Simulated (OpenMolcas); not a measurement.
An OpenMolcas run meant for Cu VIII (ANO-RCC-VTZP, DKH2; inactive shells 1s 2s 2p 3s 3p; intended active space 4 electrons in 5 orbitals (3d)). One step of its input:

```
&RASSCF
FileOrb=start.orb
Symmetry=1
Spin=5
nActEl=4 0 0
Inactive=3 6
Ras2=5 0
CIRoot=7 7 1
SDav=5
CIMx=300
Iter=99 100
PrWF=0.3
OrbListing=Nothing
MaxOrb=0
Atom
>>> COPY $Project.JobIph JOB001
```

Lines from the output:

```
...
      Number of secondary orbitals              45
      Spin quantum number                      2.0
      State symmetry                             1
Orbital specifications:
      -----------------------

      Symmetry species                           1   2
                                                ag  au
      Frozen orbitals                            0   0
      Inactive orbitals                          3   6
      Active orbitals                            5   0
      RAS1 orbitals                              0   0
      RAS2 orbitals                              5   0
      RAS3 orbitals                              0   0
      Secondary orbitals                        22  23
      Deleted orbitals                           0   0
      Number of basis functions                 30  29
      Number of CSFs                             5
      Number of root(s) required                 7
 ************ ERROR ***********
  You can't ask for more roots
  than there are configurations
 ******************************
--- Stop Module: rasscf at  /rc=_RC_INPUT_ERROR_ ---
.####################.
.# User input error #.
.####################.
```

Task: What is wrong with the input?

Result: CIRoot asks for more roots than the active space has configuration state functions.
